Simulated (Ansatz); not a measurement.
The cluster BaO2. The state is a triplet with charge 0. Geometry r2SCAN-D4/def2-TZVPD, that of the charge -1 doublet; atoms count from 1.

```xyz
3

Ba   -0.139   -0.015   -0.202
O     1.149    1.658   -0.763
O    -1.010   -1.643    0.965
```

In the def2 sets Ba takes a core potential; there is no spin–orbit coupling. The structure comes from a short search, and lower isomers may exist.

**Question.** Estimate the Mulliken populations from the PBE0/def2-TZVPD orbitals of Ansatz.

**Answer.** 
```tsv
atom	charge (e)	spin (α − β)
Ba1	1.55	0.14
O2	-0.78	0.93
O3	-0.78	0.93
```
Mulliken values depend strongly on the basis. With diffuse functions, as here, like atoms can get unlike values, and bond orders can come out too low or too high.

**Question.** Where does the spin sit?

**Answer.** Summed by element: Ba 0.14, O 1.86, of 2 unpaired in all. Largest on single atoms: O3 0.93, O2 0.93, Ba1 0.14.

**Question.** And the Mayer bond orders between heavy atoms (over 0.3)?

**Answer.** Ba1–O2 0.48 (2.18 Å); Ba1–O3 0.48 (2.18 Å).
